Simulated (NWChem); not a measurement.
CH$_{3}$F$_{3}$Zr; SMILES [CH3][Zr]([F])([F])[F]

All runs: NWChem. Medium grid unless said otherwise, to which SCAN and Minnesota functionals are sensitive. The geometry was optimised at PBE0/def2-SVP. No frequency run checked for a minimum. def2 effective core potentials on Zr; no spin-orbit coupling.

Q: Order these by “dipole (D)”, lowest first: PW6B95/def2-SVP; B97-D/def2-SVP; MPW1K/def2-SVP; LC-wPBE (HJS exchange hole, range parameter 0.4 per bohr)/def2-SVP.

A: LC-wPBE (HJS exchange hole, range parameter 0.4 per bohr)/def2-SVP (0.86), B97-D/def2-SVP (1.04), PW6B95/def2-SVP (1.10), MPW1K/def2-SVP (1.16)
